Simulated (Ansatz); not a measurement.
Species: H₄BSiO₂ (charge 0, doublet). SMILES: OB([SiH2])O
Geometry: optimised at B3LYP-D3(BJ)/def2-TZVP (Ansatz, a quantum-chemistry and plane-wave program).

Wanted: size of the dipole moment, in D. Conventions: 6-31G* and kin with 6d, 5d where marked; no spin-orbit coupling; non-relativistic; LANL2DZ with its own core potentials from Na on; UHF or UKS for open shells; no dispersion term unless named; 6-311+G** with 5d, 6d on Na to Ar in Ansatz. Ab initio and DFT rows: single points at B3LYP-D3(BJ) geometries (Ansatz).

```tsv
level	program	size of the dipole moment (D)
B3LYP/STO-3G	Ansatz	1.55
B3LYP/3-21G	Ansatz	1.94
B3LYP/LANL2DZ	Ansatz	1.78
B3LYP/6-31G	Ansatz	1.83
B3LYP/6-31G*	Ansatz	1.72
B3LYP/6-31+G*	Ansatz	1.60
B3LYP/6-31G**	Ansatz	1.70
B3LYP/def2-SVP	Ansatz	1.65
B3LYP/cc-pVDZ	Ansatz	1.63
B3LYP/6-311+G**	Ansatz	1.52
```

No value to compare with is used here. The 10 habitual levels span 1.52 (B3LYP/6-311+G**) to 1.94 D (B3LYP/3-21G).

The sets are all those run for this method; left out are runs that failed, that the program found above a lower state of the same kind, or whose <S^2> lies over 0.5 above the pure value.
